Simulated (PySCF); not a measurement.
## Working out the ionisation energy of Cr

Cr [Ar] 3d5 4s1 (7S) → Cr+ [Ar] 3d5 (6S). Calculation: PySCF 2.14, in def2-TZVPPD (6s6p4d2f1g, 67 functions); the non-relativistic Hamiltonian (point nucleus). Frozen: [Ne]. Energies in hartree (1 hartree = 27.21139 eV):

```csv
part,Cr (lower),Cr+ (upper)
UHF,-1043.334658,-1043.117298
CCSD correlation,-0.407708,-0.384660
(T),-0.010264,-0.008194
```

Problem. What does Hartree-Fock give?

Solution. (-1043.117298) − (-1043.334658) = 0.217360 hartree = 5.915 eV.

Problem. What do CCSD and CCSD(T) give?

Solution. The CCSD correlation energies differ by 0.023048 hartree = 0.627 eV and the triples by 0.002070 hartree = 0.056 eV, so CCSD gives 6.542 eV and CCSD(T) 6.598 eV.

Measured between the centres of the two terms (NIST): 6.767 eV, so CCSD(T) (valence and next inner shell) is off by -0.169 eV.

The calculation is non-relativistic.

What remains against the reference includes basis incompleteness, the frozen core and higher excitations.
